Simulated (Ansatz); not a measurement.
`[SiH3]C=[Se]` and `[SiH3]C([SiH3])=[Se]` differ in one atom or group.

Ansatz, PBE0-D4/def2-TZVP geometries, multiplicity 1. 

Scalar relativity is left out up to krypton. Spin–orbit coupling is left out; it splits and shifts lone-pair levels of the heavy atoms by tenths of an eV.

```csv
property,`[SiH3]C=[Se]`
size of the dipole moment (PBE/def2-TZVPP) / D,1.23
HOMO–LUMO gap (PBE/def2-TZVPP) / eV,1.27
HOMO–LUMO gap (B3LYP/def2-TZVPP) / eV,2.86
HOMO energy (ωB97M-V/def2-TZVPP) / eV,-8.48
HOMO–LUMO gap (ωB97M-V/def2-TZVPP) / eV,7.53
LUMO energy (PBE0/def2-TZVPP) / eV,-3.05
```

Give the same properties after the change, and the shifts. (An estimate is asked.)

The calculation gave: 
```
                                      property  `[SiH3]C([SiH3])=[Se]`  shift
size of the dipole moment (PBE/def2-TZVPP) / D                    0.91  -0.32
           HOMO–LUMO gap (PBE/def2-TZVPP) / eV                    0.96  -0.31
         HOMO–LUMO gap (B3LYP/def2-TZVPP) / eV                    2.52  -0.34
         HOMO energy (ωB97M-V/def2-TZVPP) / eV                   -8.36   0.12
       HOMO–LUMO gap (ωB97M-V/def2-TZVPP) / eV                    7.10  -0.43
            LUMO energy (PBE0/def2-TZVPP) / eV                   -3.31  -0.26
```

With PBE0 the HOMO rises by 0.11 eV and the LUMO falls by 0.26 eV, so the gap narrows by about 0.37 eV. PBE moves the HOMO by 0.08 eV and ωB97M-V by 0.12 eV. The zero-point energy changes by 40.7 kJ/mol with +9 modes. Dipoles are sizes alone; their direction can turn.

B3LYP here is the variant with VWN-RPA as its local correlation; programs differ in this.
